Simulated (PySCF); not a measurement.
A GIAO shielding run with PySCF 2.14 (density fitting, non-relativistic, gas phase) on `C#CP(=O)(CC)CC`, C$_{6}$H$_{11}$OP:

```
$ OMP_NUM_THREADS=1 python probes_run.py task.json out

{"job": {"kind": "nmr", "xc": "PBE0", "basis": "pcSseg-1"}, "charge": 0, "multiplicity": 1}
C      1.252469     2.775630     1.170736
C      0.634125     1.961736     0.540295
P     -0.346976     0.855244    -0.450014
O     -1.215551     1.530422    -1.419986
C      0.908793    -0.232553    -1.235978
C      1.817933    -0.958415    -0.259746
C     -1.258054    -0.114777     0.822701
C     -2.125105    -1.158548     0.136768
H      1.803708     3.473796     1.731795
H      0.362186    -0.929408    -1.877786
H      1.483947     0.427289    -1.893362
H      1.262014    -1.689739     0.322324
H      2.277107    -0.249787     0.426772
H      2.608056    -1.481446    -0.795314
H     -0.565145    -0.562446     1.534486
H     -1.880308     0.608463     1.357377
H     -2.801317    -1.630551     0.847086
H     -2.715362    -0.682581    -0.644483
H     -1.512323    -1.933078    -0.321133
```

Hardware: 1 thread of an Arm Neoverse V1, shared host. The job also computes population analyses, field gradients.

Problem. How large is the calculation?

Solution. 70 electrons, 198 basis functions and 1046 auxiliary functions.

Problem. How long does it take, and how much memory does it need?

Solution. 46 s of wall time, with 15 SCF cycles and 5 response iterations; peak memory 0.88 GiB. Times on a shared host scatter by some tens of per cent.
